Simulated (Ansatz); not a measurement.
A run for Ansatz (a first-principles code): R-B3LYP/def2-TZVPP on C2H6 (SMILES CC).

Ansatz 0.2 input:
```yaml
crystal:
  periodic: [false, false, false]
  atoms:
    - {symbol: C, position_ang: [0.00000000, -0.00000140, 0.76305556]}
    - {symbol: C, position_ang: [-0.00000000, 0.00000140, -0.76305556]}
    - {symbol: H, position_ang: [0.00000000, 1.01710952, 1.16016891]}
    - {symbol: H, position_ang: [-0.88084116, -0.50855542, 1.16017148]}
    - {symbol: H, position_ang: [0.88084116, -0.50855542, 1.16017148]}
    - {symbol: H, position_ang: [0.00000000, -1.01710952, -1.16016891]}
    - {symbol: H, position_ang: [-0.88084116, 0.50855542, -1.16017148]}
    - {symbol: H, position_ang: [0.88084116, 0.50855542, -1.16017148]}
basis:
  gaussian:
    orbitals: def2-TZVPP
hamiltonian:
  xc: {name: B3LYP}
scf: {lower_state_search: off}
```

It printed:

```
WARN ansatz: RAYON_NUM_THREADS=1 ignored (pool sized by the plan → 1); use --threads N
Functional definition: B3LYP
these checks for a lower state are left out or cut short: stability, starts, cluster_reference, orbital_swaps, neighbouring_geometries, increment
integrals: 0.03 GiB planned
714 factors; their error is unknown
mean field: 0.44 GiB planned
mean field evaluation 1: about -2165.0938 eV, gradient 5.9e1 eV
mean field evaluation 2: about -2159.6120 eV, gradient 7.3e1 eV
mean field evaluation 4: about -2173.2885 eV, gradient 7.8e-1 eV
mean field evaluation 8: about -2173.2712 eV, gradient 1.0e-3 eV
mean field -2173.27116984 eV, -79.8662423953 hartree, gradient 2.5e-6 eV, S^2 0.000000; 0 other end points of the search recorded, 0 dependent functions left out
reference -2173.27140737 eV, -79.8662511244 hartree; 9, 9 occupied and 137, 137 virtual orbitals, 714 factors
Total energy: -2173.27140737 eV, -79.8662511244 hartree
Checks for a lower state left out: stability, starts, cluster_reference, orbital_swaps, neighbouring_geometries, increment
```

The calculation finished and met its thresholds.

Cost: about 1.8 core-seconds (a rough figure).
